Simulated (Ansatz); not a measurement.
CH4Br2Si (`[SiH3]C(Br)Br`). Total charge 0; spin multiplicity 1. The geometry is a stationary point of PBE0-D4/def2-TZVP.

```xyz
8

Si    0.344    0.930   -0.025
C    -0.376   -0.806    0.182
Br    1.059   -2.106    0.137
Br   -1.696   -1.122   -1.201
H    -0.766    1.910    0.061
H     1.321    1.165    1.068
H     1.005    0.993   -1.348
H    -0.891   -0.964    1.126
```

(1) What is the dipole moment at B3LYP/def2-TZVPP? (An estimate is asked.)

(2) And with PBE, r2SCAN, ωB97M-V? (An estimate is asked.)

(3) Give the Mulliken charges with B3LYP, PBE, ωB97M-V in def2-TZVPP. (An estimate is asked.)

Results:

(1) Computed: 1.39 D, with components (-0.10, 1.01, 0.95) D in this frame, pointing from negative to positive charge.

(2) Computed: PBE 1.28 D, r2SCAN 1.41 D, ωB97M-V 1.39 D.

(3) The calculation gave: 
```tsv
atom	B3LYP	PBE	ωB97M-V
Si1	0.25	0.18	0.14
C2	-0.13	-0.10	-0.23
Br3	-0.08	-0.07	-0.05
Br4	-0.08	-0.07	-0.05
H5	-0.05	-0.04	-0.01
H6	-0.05	-0.04	-0.01
H7	-0.03	-0.02	0.01
H8	0.17	0.17	0.20
```

B3LYP here is the variant with VWN-RPA as its local correlation; programs differ in this.
